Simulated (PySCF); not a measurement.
Spinor energies of Bi (bismuth, neutral)

Start: [Xe] 4f14 5d10 6s2 6p2 7s1; 6p3/2 filled at m_j = +1/2, +3/2; 7s1/2 filled at m_j = +1/2. Calculated with PySCF 2.14 in x2c-SVPall-2c with one added diffuse shell each of s, p type (8s12p7d2f, 93 functions): generalised Hartree-Fock with the X2C-1e Hamiltonian and a Gaussian nucleus; one run each with spin-orbit coupling (SO) switched off, then screened by Boettger's factors. This is a chosen level, not necessarily the ground level.

| spinor shell | electrons | ε, spin-free (eV) | ε, screened SO (eV) | weight of nominal j (screened SO) | rms radius, screened SO (bohr) |
| --- | --- | --- | --- | --- | --- |
| 1s1/2 | 2 | -91047.5 | -91005.2 | 1.000 | 0.0178 |
| 2s1/2 | 2 | -16521.6 | -16507.9 | 1.000 | 0.0718 |
| 2p1/2 | 2 | -14156.2 | -15837.7 | 1.000 | 0.0606 |
| 2p3/2 | 4 | -14156.2 | -13512.3 | 1.000 | 0.0691 |
| 3s1/2 | 2 | -4064.3 | -4059.5 | 1.000 | 0.183 |
| 3p1/2 | 2 | -3378.4 | -3757.4 | 1.000 | 0.175 |
| 3p3/2 | 4 | -3378.4 | -3229.4 | 1.000 | 0.192 |
| 3d3/2 | 4 | -2674.8 | -2738.6 | 1.000 | 0.168 |
| 3d5/2 | 6 | -2674.8 | -2627.8 | 1.000 | 0.172 |
| 4s1/2 | 2 | -975.30 | -973.59 | 1.000 | 0.401 |
| 4p1/2 | 2 | -746.78 | -840.85 | 1.000 | 0.404 |
| 4p3/2 | 4 | -746.78 | -709.18 | 1.000 | 0.438 |
| 4d3/2 | 4 | -478.80 | -492.48 | 1.000 | 0.450 |
| 4d5/2 | 6 | -478.80 | -467.95 | 1.000 | 0.455 |
| 5s1/2 | 2 | -185.06 | -184.58 | 1.000 | 0.891 |
| 4f5/2 | 6 | -182.54 | -184.64 | 1.000 | 0.479 |
| 4f7/2 | 8 | -182.54 | -179.28 | 1.000 | 0.481 |
| 5p1/2 | 2 | -118.34 | -136.35 | 1.000 | 0.951 |
| 5p3/2 | 4 | -118.34 | -111.04 | 1.000 | 1.04 |
| 5d3/2 | 4 | -39.094 | -40.657 | 0.998 | 1.30 |
| 5d5/2 | 6 | -39.094 | -37.550 | 0.999 | 1.32 |
| 6s1/2 | 2 | -21.111 | -21.051 | 0.998 | 2.32 |
| 6p3/2 | 2 | -10.762 | -10.785 | 0.539 | 3.09 |
| 7s1/2 | 1 | -2.939 | -2.868 | 1.000 | 5.95 |

```csv
quantity,spin-free,screened SO
E (hartree),-21512.44390,-21553.40434
M_J,5/2,5/2
⟨J²⟩,8.758,8.759
⟨L²⟩,2.004,3.807
⟨S²⟩,3.753,2.799
```

Each row is a mean over spinors that exchange with the open shell spreads, by up to 2.654 eV (6p3/2).

Rows whose weight is well below 1 are mixtures of j = l ± 1/2: exchange outweighs spin-orbit coupling there, and the label is only the starting occupation.

Breit and QED terms are absent; they matter most for the inner s and p1/2 levels.

Densities and radii are taken from the X2C orbitals without a picture-change correction, which distorts them close to the nucleus.

Without spin-orbit coupling the j labels of p, d and f shells carry no meaning; the spin-free column gives the mean over the occupied spinors of each nl shell.
